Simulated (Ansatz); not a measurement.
Two members of one family (Sn nanocrystals, cubic, H-capped), computed with Ansatz in the gas phase; def2 core potentials for Sn, no spin–orbit coupling. Binding counts from free atoms in the multiplicity of their measured ground term, without zero-point energy. Sets without diffuse functions give affinities that are too small. A dash marks a value that wasn't run or was left out as unsound. The structures are stationary points that may keep the symmetry of their start. Remarks come from the PBE and PBE0 runs and from stability tests at other levels; not every state was tested. A HOMO above zero means that the electron is unbound at that level and held by the basis, or that self-interaction error raises the level; the energy of removing that electron tells which. HOMO above LUMO (over both spins in singlets and doublets, within one spin in higher multiplets; at PBE or PBE0), or a gap under 0.15 eV within one spin, warns that the state may not be the lowest or that an electron is smeared out.

First: Sn10H16 (singlet, charge 0, PBE-D4/def2-SVP geometry).

```xyz
26

Sn   -1.871   -0.557   -2.029
Sn   -0.412    2.617    0.971
Sn    2.614   -0.215   -1.044
Sn   -0.324   -1.845    2.108
Sn    0.737   -0.769   -3.068
Sn    2.193    2.395   -0.074
Sn   -2.279    2.055   -1.061
Sn   -2.190   -2.400    0.075
Sn   -0.740    0.768    3.068
Sn    2.282   -2.053    1.062
H    -3.029   -0.902   -3.283
H    -0.671    4.232    1.572
H     4.228   -0.346   -1.692
H    -0.521   -2.986    3.410
H     0.944    0.343   -4.388
H     0.996   -2.368   -3.696
H     2.412    3.541   -1.360
H     3.361    2.771    1.156
H    -2.110    3.199   -2.357
H    -3.895    2.214   -0.442
H    -3.805   -2.297    0.711
H    -1.969   -4.019   -0.516
H    -2.343    0.907    3.728
H     0.377    1.116    4.353
H     2.567   -3.667    0.486
H     3.449   -1.735    2.310
```

```json
{"level": "PBE-D4/def2-SVP", "HOMO (eV)": "-6.14", "LUMO (eV)": "-2.41", "gap (eV)": "3.73", "vertical EA (eV)": "–", "binding per atom (eV)": "2.40"}
{"level": "PBE-D4/def2-TZVP", "HOMO (eV)": "-6.20", "LUMO (eV)": "-2.54", "gap (eV)": "3.66", "vertical EA (eV)": "1.12", "binding per atom (eV)": "2.41"}
{"level": "r2SCAN-D4/def2-TZVP", "HOMO (eV)": "-6.42", "LUMO (eV)": "-2.33", "gap (eV)": "4.08", "vertical EA (eV)": "–", "binding per atom (eV)": "2.42"}
{"level": "PBE0-D4/def2-SVP", "HOMO (eV)": "-7.01", "LUMO (eV)": "-1.63", "gap (eV)": "5.39", "vertical EA (eV)": "–", "binding per atom (eV)": "2.39"}
{"level": "PBE0-D4/def2-TZVP", "HOMO (eV)": "-7.03", "LUMO (eV)": "-1.72", "gap (eV)": "5.31", "vertical EA (eV)": "0.75", "binding per atom (eV)": "2.41"}
```

Remarks: HOMO above zero (-1 doublet).

Second: Sn13H20 (singlet, charge 0, PBE-D4/def2-SVP geometry).

```tsv
atom	x (Å)	y (Å)	z (Å)
Sn1	3.227	-2.397	-1.144
Sn2	-4.504	0.209	-0.596
Sn3	-0.112	0.133	-2.955
Sn4	-0.889	-2.294	0.921
Sn5	2.779	-0.239	2.877
Sn6	-0.704	2.269	1.121
Sn7	3.413	2.220	-0.943
Sn8	-3.690	-2.199	0.606
Sn9	0.443	-2.252	-1.565
Sn10	4.075	-0.181	0.376
Sn11	-3.503	2.428	0.811
Sn12	0.627	2.335	-1.364
Sn13	-0.008	-0.108	2.471
H14	4.058	-2.426	-2.671
H15	3.630	-3.867	-0.312
H16	-6.239	0.283	-0.666
H17	-3.920	0.258	-2.228
H18	0.806	0.161	-4.431
H19	-1.792	0.220	-3.387
H20	-0.462	-3.774	1.737
H21	3.185	-1.695	3.735
H22	3.298	1.098	3.859
H23	-0.160	3.633	2.062
H24	4.251	2.314	-2.463
H25	3.929	3.574	0.013
H26	-4.235	-3.558	-0.329
H27	-4.437	-2.323	2.170
H28	-0.077	-3.616	-2.517
H29	5.800	-0.260	0.609
H30	-3.934	3.905	0.003
H31	-4.242	2.472	2.383
H32	0.222	3.815	-2.193
H33	-0.835	-0.141	4.007
```

Q: Estimate the same table for the second.

A: 
```csv
level,HOMO (eV),LUMO (eV),gap (eV),vertical EA (eV),binding per atom (eV)
PBE-D4/def2-SVP,-5.94,-2.57,3.38,–,2.41
PBE-D4/def2-TZVP,-6.00,-2.69,3.31,1.41,2.42
r2SCAN-D4/def2-TZVP,-6.21,-2.50,3.72,–,2.44
PBE0-D4/def2-SVP,-6.80,-1.82,4.99,–,2.41
PBE0-D4/def2-TZVP,-6.82,-1.91,4.91,1.03,2.42
```

Remarks: gap within one spin near zero at PBE or PBE0 (-1 doublet).
